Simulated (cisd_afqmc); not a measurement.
Input (AFQMC/CISD/def2-SVP; cisd_afqmc is a phaseless AFQMC code with CISD trial states that reads the integrals written by Ansatz):

Ansatz 0.2 input:
```python
import cisd_afqmc

open("ham.yaml", "w").write("""\
crystal:
  periodic: [false, false, false]
  atoms:
    - {symbol: Sn, position_ang: [-0.00000000, -0.00000000, -0.53882161]}
    - {symbol: S, position_ang: [0.00000000, 0.00000000, 1.68381755]}
basis:
  gaussian:
    orbitals: def2-SVP
magnetization: {spin_polarized: false}
correlation: {method: ccsd, electrons: outside_noble_gas, hamiltonian_folder: ham}
""")
rep = cisd_afqmc.ansatz("ham.yaml")
e_ccsd = rep["correlation"]["coupled_cluster"]["energy"]["hartree"]
out = cisd_afqmc.run("ham", e_ccsd, trial="CISD", walkers=200, populations=8, threads=8, dt=0.005, steps=40, early=36, settle=10, least=32,
    cut=5e-5, rank_cut=2e-4, target=0.0004, seconds=1500, seed=1, memory=17280, gpu=False)
```

Output:

```
orbitals 30, occupied [5], factors 162 of 500, rank of the doubles 70 of 125
E(HF) = -610.790890
E(CCSD) on the cut factors = -610.999689, shift to the whole factors -0.000004
Energy of the trial state on the determinant = -610.999765
  tau behind 10.8 of longer steps, mean of the populations' last blocks
   2.0  -611.01418
   4.0  -611.01303
   6.0  -611.01423
   8.0  -611.01251
  10.0  -611.01352
  12.0  -611.01325
blocks 487 (1 outliers left out), error by blocks joined: 1: 0.00018, 2: 0.00023, 4: 0.00028, 8: 0.00033, 16: 0.00038
E(AFQMC/CISD) = -611.01305 +/- 0.00038
```
